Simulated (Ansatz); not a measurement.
The cluster Ta2O2. Charge 0, multiplicity 3. Geometry PBE0-D4/def2-TZVP, that of the charge +1 doublet; atoms count from 1.

```xyz
4

Ta    1.058    0.006   -0.617
Ta   -0.641    0.085    1.041
O    -0.320    1.307   -0.390
O    -0.097   -1.397   -0.034
```

In the def2 sets Ta takes a core potential; there is no spin–orbit coupling. The structure comes from a short search, and lower isomers may exist.

Problem. Estimate the Mulliken populations from the PBE0/def2-TZVP orbitals of Ansatz.

Solution. 
```csv
atom,charge (e),spin (α − β),d electrons
Ta1,0.53,0.41,2.91
Ta2,0.58,1.52,3.04
O3,-0.55,0.04,–
O4,-0.55,0.04,–
```
Mulliken values and Mayer orders depend strongly on the basis.

Problem. Where does the spin sit?

Solution. Summed by element: Ta 1.92, O 0.08, of 2 unpaired in all. Largest on single atoms: Ta2 1.52, Ta1 0.41, O4 0.04.

Problem. And the Mayer bond orders between bonded heavy atoms (over 0.3)?

Solution. Ta1–Ta2 1.78 (2.38 Å); Ta1–O3 1.10 (1.91 Å); Ta1–O4 1.10 (1.91 Å); Ta2–O3 1.07 (1.91 Å); Ta2–O4 1.07 (1.91 Å).
